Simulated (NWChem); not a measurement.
[SiH3][Te][GeH3] (GeSiH₆Te), optimised at PBE0/def2-SVP with NWChem:

| Quantity | Result |
|---|---|
| highest occupied level (eV) | -6.39 |
| orbital gap (eV) | 5.65 |
| dipole (D) | 0.88 |

For one or both, no frequency run checked for a minimum. def2 effective core potentials on Te; no spin-orbit coupling.

### Question
One Te atom is replaced by Be, giving [SiH3][Be][GeH3] (BeGeSiH₆), optimised at the same level. How do these values move?

### Answer
| quantity | new value | change |
|---|---|---|
| highest occupied level (eV) | -7.52 | -1.13 |
| orbital gap (eV) | 5.66 | +0.01 |
| dipole (D) | 0.11 | -0.77 |
